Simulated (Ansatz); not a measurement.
The same molecule with X = F, Cl, Br. Ansatz, PBE0-D4/def2-TZVP geometries, multiplicity 1. Each molecule was computed in one conformer, which needn't be the lowest.

Scalar relativity is left out up to krypton.

```
 X              molecule  mean X–Al bond length / Å  HOMO energy (ωB97M-V/def2-TZVPP) / eV  LUMO energy (ωB97M-V/def2-TZVPP) / eV  HOMO energy (B3LYP/def2-TZVPP) / eV
Cl  `C[O][Al]([OH])[Cl]`                      2.092                                 -10.80                                   1.02                                -8.14
Br  `C[O][Al]([OH])[Br]`                      2.251                                 -10.76                                   0.93                                -8.13
```

**Question.** Give the row for X = F, `C[O][Al]([OH])[F]`. (Best estimate.)

**Answer.** Ansatz gave: 
```
X             molecule  mean X–Al bond length / Å  HOMO energy (ωB97M-V/def2-TZVPP) / eV  LUMO energy (ωB97M-V/def2-TZVPP) / eV  HOMO energy (B3LYP/def2-TZVPP) / eV
F  `C[O][Al]([OH])[F]`                      1.642                                 -10.77                                   0.95                                -8.11
```

From F to Br the mean X–Al bond length rises at each step, by 0.609 Å in all; the HOMO energy (ωB97M-V/def2-TZVPP) hardly changes; the LUMO energy (ωB97M-V/def2-TZVPP) isn't monotonic: highest at Cl, lowest at Br; the HOMO energy (B3LYP/def2-TZVPP) hardly changes. Bonds lengthen as the atom grows down the group.

B3LYP here is the variant with VWN-RPA as its local correlation; programs differ in this.

Spin–orbit coupling is left out; it splits and shifts lone-pair levels of the heavy atoms by tenths of an eV.
